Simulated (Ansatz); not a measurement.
The same path of C2H4BN (8 atoms, charge 0, multiplicity 1) was run twice with different band settings.

Method: Ansatz, RKS PBE/def2-SVP.

Relaxed end points:

```xyz
8
Properties=species:S:1:pos:R:3
C -0.722 0.698 -0.243
B -0.010 -0.507 0.444
C 1.427 -0.903 0.041
N 2.521 -1.210 -0.261
H -0.746 0.538 -1.345
H -1.747 0.898 0.118
H -0.104 1.616 -0.120
H -0.526 -1.187 1.311
```

```xyz
8
Properties=species:S:1:pos:R:3
C -0.678 0.742 -0.221
B -0.012 -0.545 0.346
C 1.485 -0.853 0.143
N 2.627 -1.091 -0.007
H -1.166 0.406 -1.170
H -1.511 1.110 0.411
H 0.010 1.566 -0.488
H -0.662 -1.392 0.930
```

Common settings: movable images 5; climbing image yes; spring 5.0 eV/Å²; optimiser quadratic models (default); force threshold 0.05 eV/Å; end points relaxed.

| run | start path | iteration limit |
| --- | --- | --- |
| 1 | through a guess of the saddle point | 57 |
| 2 | straight line | 60 |

What does each run give, and how far can it be trusted?

Run 1: converged after 13 iterations, highest image 0.000 eV above the first end. The highest image is an end point: on this band no image between the ends rises above it.
Run 2: converged after 5 iterations, highest image 0.000 eV above the first end. The highest image is an end point: on this band no image between the ends rises above it.
